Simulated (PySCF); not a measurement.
This script is equivalent to a calculation on Mn (manganese, neutral).

```python
from pyscf import gto, scf, dft, mp, cc
import basis_set_exchange as bse
mol = gto.M(atom="Mn 0 0 0", charge=0, spin=5, symmetry="D2h",
            basis=gto.basis.parse(bse.get_basis("jorge-DZP-DKH", elements=["Mn"], fmt="nwchem", header=False)),
            nucmod="G")
mf = scf.UHF(mol).sfx2c1e()
mf.irrep_nelec = {'Ag': (6, 4), 'B1g': (1, 0), 'B2g': (1, 0), 'B3g': (1, 0), 'B1u': (2, 2), 'B2u': (2, 2), 'B3u': (2, 2)}
mf.kernel()
```

What total energy does it give?

-1157.14179 hartree (calculated).

Which occupied shell lies highest, and where?

4s β, at -6.117 eV.

What is ⟨S²⟩, and what would a pure spin state give?

8.770, against 8.75.
